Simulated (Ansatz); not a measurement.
AlAsN$_{2}$H$_{8}$, closed shell: at the start structure of a reaction step.

in.yaml

```yaml
crystal:
  periodic: [false, false, false]
  atoms:
    - {symbol: Al, position_ang: [-1.243032, 1.164163, 0.114569]}
    - {symbol: H, position_ang: [-2.110048, 2.087519, -0.829962]}
    - {symbol: N, position_ang: [0.424312, 1.619076, 0.503454]}
    - {symbol: N, position_ang: [-1.918810, -0.336274, 0.760913]}
    - {symbol: H, position_ang: [0.714758, -1.310056, -1.546779]}
    - {symbol: As, position_ang: [1.611739, -1.587269, -0.353099]}
    - {symbol: H, position_ang: [1.025332, 1.143638, 1.156661]}
    - {symbol: H, position_ang: [0.870486, 2.456015, 0.165831]}
    - {symbol: H, position_ang: [-2.862549, -0.646499, 0.599887]}
    - {symbol: H, position_ang: [-1.423534, -1.003065, 1.330142]}
    - {symbol: H, position_ang: [2.736776, -0.733321, -0.914631]}
    - {symbol: H, position_ang: [2.174571, -2.853926, -0.986887]}
basis:
  gaussian: {orbitals: def2-SVP}
hamiltonian: {xc: {name: wB97M-V}}
```

Run by:

```bash
ansatz run in.yaml --threads 8 --pin off --events-out ev --progress --plain --max-ram 19148MiB
```

Output of Ansatz 0.2.0:

```
Functional definition: wB97M-V
  name "wB97M-V"
  cite "Mardirossian & Head-Gordon, J. Chem. Phys. 144, 214110 (2016) doi:10.1063/1.4952647"
  cite "Becke, J. Chem. Phys. 107, 8554 (1997) doi:10.1063/1.475007"
  cite "Vydrov & Van Voorhis, J. Chem. Phys. 133, 244103 (2010) doi:10.1063/1.3521275"
  # Of w^i u^j: cxij and so on, Table III.
  parameter omega = 0.3/bohr
  parameter cx = 0.15
  parameter cx01 = 1.007
  parameter cx10 = 0.259
  parameter css00 = 0.443
  parameter css04 = -1.437
  parameter css10 = -4.535
  parameter css20 = -3.390
  parameter css43 = 4.278
  parameter cos00 = 1.000
  parameter cos10 = 1.358
  parameter cos20 = 2.924
  parameter cos21 = -8.812
  parameter cos60 = -1.390
  parameter cos61 = 9.142
  parameter b = 6.0
  parameter c = 0.01
  gx(w, u) = 1 - cx + cx01*u + cx10*w
  gss(w, u) = css00 + css04*u^4 + css10*w + css20*w^2 + css43*w^4*u^3
  gos(w, u) = cos00 + cos10*w + (cos20 + cos21*u)*w^2 + (cos60 + cos61*u)*w^6
  exchange = spin_sum(e_x_unif_sr(omega)*gx(b97_w, b97_u_x)) + cx*exact_x_sr(omega) + exact_x_lr(omega)
  correlation = spin_sum(e_c_pw_mod_same_spin*gss(b97_w, b97_u_same))
      + integral(e_c_pw_mod_opposite_spin*gos(b97_w_opposite, b97_u_opposite)) + vv10(b, c)
1174 factors; integrals over basis functions are off by at most 1.2e-3 eV
363 factors; integrals over basis functions are off by at most 8.6e-6 eV
mean field evaluation 1: about -70524.3421 eV, gradient 6.3e1 eV
mean field evaluation 2: about -70524.6052 eV, gradient 6.2e1 eV
mean field evaluation 4: about -70532.4220 eV, gradient 6.8e-1 eV
mean field evaluation 8: about -70532.5131 eV, gradient 8.7e-2 eV
mean field evaluation 16: about -70532.5131 eV, gradient 8.0e-5 eV
mean field -70532.51314489 eV, -2592.0220494203 hartree, gradient 8.0e-5 eV, S^2 0.000000; 0 other end points of the search recorded, 0 dependent functions left out
reference -70532.51319806 eV, -2592.0220513740 hartree; 34, 34 occupied and 84, 84 virtual orbitals, 1174 factors
Total energy: -70532.51319806 eV, -2592.0220513740 hartree
```

The lines “mean field evaluation” count trial sets of orbitals through the whole run, from several starts and some on an approximate energy, so they need not fall steadily or lie above the final value.

Time: 6 s of wall clock on 8 CPU threads of an Intel Xeon; the host was shared. Peak host memory: 0.63 GiB.
